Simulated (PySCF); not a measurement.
A structure optimised at B3LYP-D3(BJ)/def2-TZVPD, used in a PySCF frequency run:

```xyz
3

Sr     0.0000     0.0000     0.4269
O      0.0000     0.0000    -1.6961
H      0.0000     0.0000    -2.6527
```
Charge 0, spin multiplicity 2.

Task: Write its SMILES, formula and point group.

Result: [OH][Sr], HOSr, C∞v

Task: What are its rotational constants (standard atomic weights)?

Result: 7.3740 GHz (linear rotor, B only)
